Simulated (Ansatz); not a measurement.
`[F][Ga]([Br])[Br]` + HBr → `[Br][Ga]([Br])[Br]` + H–F at 500 K and 1 bar (ligand exchange at a Ga–F bond).

Isolated molecules relaxed with PBE0-D4/def2-TZVP in Ansatz; ΔE leaves out vibrations. CCSD(T)/CBS is the MP2 limit (def2-TZVPP, def2-QZVPP) plus CCSD(T) − MP2 in def2-TZVPP, frozen cores. This one scheme is used for every species. For Br, Ga outer-core shells are correlated without core-valence functions, which leaves a few kJ/mol of doubt a bond. Scalar relativity is left out up to krypton.

| species | CCSD(T)/CBS energy (Eh) | H − E (kJ/mol) | S (J/(mol·K)) |
| --- | --- | --- | --- |
| `[F][Ga]([Br])[Br]` | -7170.52286 | 43.6 | 387.0 |
| HBr | -2573.91920 | 30.5 | 213.7 |
| `[Br][Ga]([Br])[Br]` | -9644.06608 | 42.5 | 401.8 |
| H–F | -100.39570 | 39.4 | 188.7 |

H − E and S are ideal-gas, rigid-rotor, harmonic terms from PBE0-D4/def2-TZVP. 1 Eh = 2625.50 kJ/mol, R = 8.31446 J/(mol·K).

Task: By hand: ΔE, ΔH, ΔS and ΔG.

Result: ΔE = (-9644.06608) + (-100.39570) − (-7170.52286) − (-2573.91920) = -0.01972 Eh = -51.8 kJ/mol. Δ(H − E) = 42.5 + 39.4 − 43.6 − 30.5 = 7.8, so ΔH = -44.0 kJ/mol. ΔS = 401.8 + 188.7 − 387.0 − 213.7 = -10.2 J/(mol·K). ΔG = -44.0 − 500 × (-10.2)/1000 = -38.9 kJ/mol.

Task: By hand: the equilibrium constant, and the temperature at which ΔG would vanish if ΔH and ΔS stayed fixed.

Result: log₁₀ K = −ΔG/(RT ln 10) = 4.1. ΔG = 0 at ΔH/ΔS = 4314 K, far beyond where these terms or the molecules hold.

The number of gas molecules stays the same, so ΔS is small and ΔH decides. A doubt of 5 kJ/mol in ΔE shifts log₁₀ K by 0.5 here. These are equilibria of isolated gas molecules and say nothing of rates. Largest T1 diagnostic: 0.010 (customary marks: 0.02 for closed shells, 0.045 for open ones).
